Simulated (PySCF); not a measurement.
# Telling isomers of C4H17NSi3 apart by NMR

PySCF 2.14 calculation with PBE0/pcSseg-1 with gauge-including orbitals and coordinates at the GFN2-xTB level; fast rotation and ring inversion assumed for equivalent nuclei, non-relativistic Hamiltonian, single conformer, in vacuum.

Scale: ¹H (σ = 31.72 ppm) and ¹³C (σ = 186.93 ppm) against TMS (reference shieldings calculated alike). Where no couplings were computed, multiplicities follow the n + 1 count of equivalent neighbours, and m marks all less simple cases (inequivalent or close neighbours, rings, F or P nearby). Shifts are as computed. Against solution values, carbons near 30 ppm lie about +3 ppm off and those near 130 ppm about +5 ppm. Of 1211 compounds with measured shifts, 218 miss one by over three times the rms of a fit or turn the order of signals round; such compounds aren't used in these exercises.

(1) Tabulate the signals of `CC(C)(C)[SiH2]N([SiH3])[SiH3]`, `CC[Si]([SiH3])([SiH3])N(C)C` and their relative energies.

(2) What is the quickest way to tell CC(C)(C)[SiH2]N([SiH3])[SiH3] from CC[Si]([SiH3])([SiH3])N(C)C?

## Answers

(1) 
```json
{"SMILES": "CC(C)(C)[SiH2]N([SiH3])[SiH3]", "carbon types": "1×C 3×CH3", "δC": "27.5, 23.8", "δH": "4.86 (s, 6H), 4.70 (s, 2H), 0.99 (s, 9H)", "E rel. (kcal/mol)": "0.0"}
{"SMILES": "CC[Si]([SiH3])([SiH3])N(C)C", "carbon types": "1×CH2 3×CH3", "δC": "42.1, 13.9, 11.8", "δH": "3.36 (s, 6H), 2.46 (s, 6H), 1.18 (t, 3H), 0.97 (q, 2H)", "E rel. (kcal/mol)": "32.4"}
```

Energies are electronic energies at PBE0/pcSseg-1 on these geometries, without zero-point or thermal terms, each for the one conformer computed, which needn't be the lowest.

(2) Count the carbon signals: 2 against 3. The first has a fully substituted sp3 carbon bonded to Si (C) at 23.8 ppm, the second an sp3 CH2 bonded to Si at 13.9 ppm. Their most deshielded carbons lie at 27.5 and 42.1 ppm. In the proton spectra the most deshielded non-exchanging signals are 4.86 (s, 6H) and 3.36 (s, 6H).
